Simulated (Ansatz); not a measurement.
Sn nanocrystals, cubic, H-capped: binding per atom (eV) at several levels, gas phase, relaxed structures; Ansatz. Core potentials for Sn in the def2 sets, no spin–orbit coupling. Binding counts from free atoms in the multiplicity of their measured ground term, without zero-point energy. The structures are stationary points that may keep the symmetry of their start.

```csv
species,state,geometry,PBE-D4/def2-SVP,PBE-D4/def2-TZVP,PBE0-D4/def2-SVP,PBE0-D4/def2-TZVP
Sn10H16,singlet,PBE-D4/def2-SVP,2.40,2.41,2.39,2.41
Sn13H20,singlet,PBE-D4/def2-SVP,2.41,2.42,2.41,2.42
Sn20H28,singlet,PBE-D4/def2-SVP,2.45,2.46,2.45,2.46
"Sn21H32, disc",singlet,PBE-D4/def2-SVP,2.42,2.44,2.42,2.44
Sn22H28,singlet,PBE-D4/def2-SVP,2.48,2.49,2.48,2.49
Sn26H30,singlet,PBE-D4/def2-SVP,2.52,2.53,2.51,2.53
```

Estimate the rows for Sn9H16 (singlet, PBE-D4/def2-SVP geometry); Sn19H28 (singlet, PBE-D4/def2-SVP geometry).


| species | state | geometry | PBE-D4/def2-SVP | PBE-D4/def2-TZVP | PBE0-D4/def2-SVP | PBE0-D4/def2-TZVP |
| --- | --- | --- | --- | --- | --- | --- |
| Sn9H16 | singlet | PBE-D4/def2-SVP | 2.36 | 2.37 | 2.36 | 2.38 |
| Sn19H28 | singlet | PBE-D4/def2-SVP | 2.44 | 2.45 | 2.43 | 2.45 |
